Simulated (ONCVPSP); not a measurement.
**Sn: one change to an ONCV potential, before and after**

tin, optimised norm-conserving Vanderbilt (ONCV), made with ONCVPSP 4.0.1 (PBE, fully relativistic). Core [Kr], reference 4d10 5s1 5p3. Waves: 5s: rc 1.90 bohr, ncon 3, nbas 6, qcut 2.7 1/bohr, 2 projectors, debl 3.4 Ha; 5p: rc 1.90 bohr, ncon 4, nbas 7, qcut 3.5 1/bohr, 3 projectors, debl 2.8 Ha; 4d: rc 1.60 bohr, ncon 3, nbas 8, qcut 9.8 1/bohr, 2 projectors, debl 3.6 Ha. Local part: polynomial inside 1.15 bohr (lpopt 1, dvloc0 3 Ha). Core correction: Teter function, fcfact 4.25, rcfact 1.7.

Open shells are filled in proportion to 2j + 1.

Change: functional PBEsol.

Cutoffs: the cutoffs (Ha) at which the residual kinetic energy of the hardest occupied pseudo-wave falls to 1 and 0.1 mHa per electron; they do not see the model core or the augmentation charge, which bear on the density cutoff. Errors are all-electron minus pseudo energies relative to the spin-unpolarised reference configuration.

Q: How do hardness, ghosts and transferability respond?

A: The potential gets neither clearly harder nor softer (34 Ha and 39 Ha → 34 Ha and 39 Ha); both files keep a bound ghost (p); of the 4 tests that both files solve, the error grows in 0 and shrinks in 3 by more than 15 % and 0.3 meV (median size 6.1 → 5.3 meV).

```csv
quantity,base,changed
"cutoff, loose",34 Ha,34 Ha
"cutoff, tight",39 Ha,39 Ha
loose cutoff by channel,"s 19 Ha, p 11 Ha, d 34 Ha","s 19 Ha, p 11 Ha, d 34 Ha"
bound ghosts,"p3/2, p1/2","p3/2, p1/2"
GHOST(+) flags under 300 eV,s at 16.7 eV,s at 17.6 eV
"error for 4d10 5s2 5p2, meV [ΔE -6.96 → -6.99 eV]",-5.7,-4.4
"error for 4d10 5s2 5p1, meV [ΔE -0.07 → -0.08 eV]",-6.5,-6.2
"error for 4d10 5s2 5p0, meV [ΔE 13.90 → 13.91 eV]",-15,-10
"error for 4d10 5s0 5p4, meV [ΔE 7.19 → 7.22 eV]",-4.7,-3.5
s: phases at 1.92 bohr within 0.05 rad from the reference energy up to (Ha; the scan ends near 5),0.6,0.6
p3/2: phases at 1.92 bohr within 0.05 rad from the reference energy up to (Ha; the scan ends near 5),to the end of the scan,to the end of the scan
p1/2: phases at 1.92 bohr within 0.05 rad from the reference energy up to (Ha; the scan ends near 5),to the end of the scan,to the end of the scan
d5/2: phases at 1.63 bohr within 0.05 rad from the reference energy up to (Ha; the scan ends near 5),to the end of the scan,to the end of the scan
d3/2: phases at 1.63 bohr within 0.05 rad from the reference energy up to (Ha; the scan ends near 5),to the end of the scan,to the end of the scan
"rms error of d²Exc/dni dnj with the model core, mHa",3.29,3.91
```

 A true bound ghost makes a file unfit for plane-wave use even where its test errors are small: the radial tests pick states by their node count and pass the ghost by.
